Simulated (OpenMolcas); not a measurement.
Au3+.

```json
{"Program": "OpenMolcas", "Basis": "ANO-R1 [7s5p4d2f]", "Scalar Hamiltonian": "X2C, finite nucleus", "Active space": "8 electrons in 5 orbitals (5d)", "State averaging": "2S+1 = 3 even, 10 roots; 2S+1 = 1 even, 15 roots", "Spin-orbit coupling": "RASSI with atomic mean-field integrals over the reference wave functions, term energies averaged over their components"}
```

Two sets of levels on these reference wave functions, in cm-1 above 5d8 3F4: one from CASSCF and one from SS-CASPT2, IPEA 0.25 Eh, imaginary shift 0.1 Eh (closed shells correlated: 5s 5p).

```
         Level  Set 1  Set 2
       5d8 3F4    0.0    0.0
       5d8 3F3  13010  12940
5d8 3P2 [53 %]  20380  21260
       5d8 3P0  21000  23380
       5d8 3P1  25020  26710
       5d8 1G4  28250  29700
       5d8 1S0  57660  62600
```

Task: Which set is which?

Result: Set 1 is SS-CASPT2. Its levels of the other terms of 5d8 lie at 0.90 to 0.96 of the other set's values, as expected, since terms of lower spin or lower L gain more correlation energy than the Hund ground term. Against 5 measured levels (Zainab et al., Astrophys. J. Suppl. Ser. 267, 12 (2023)) the mean absolute deviation is 2400 cm-1 with it and 4500 cm-1 without; single levels miss by up to 3500 cm-1 with it.

CASPT2 does not keep the components of a term degenerate, so their means are used; among the terms shown or strongly mixed into the levels shown the widest spread is 420 cm-1 (5d8 1G, SS-CASPT2). The basis is small and was not contracted for so high a charge. Without dynamic correlation excited terms often stand tens of per cent too high (terms of higher spin than the ground term too low), and those without a measured partner can miss by more than the paired ones (holds for CASSCF). Some terms miss by over 15 % even with CASPT2, which points to a basis or an active space too small for the shells correlated (holds for SS-CASPT2). Computed and measured levels are paired by configuration, term and J; levels that our copy of the source lacks, or whose pairing is in doubt (as where it misses far off the trend of its configuration), stay unpaired and out of the deviations. Levels of configurations outside the active space are missing. Levels that lie high or do not pair safely by name in every column are left out.

A share in square brackets marks a mixed level and gives the weight of the term that names it, the lowest over the columns.
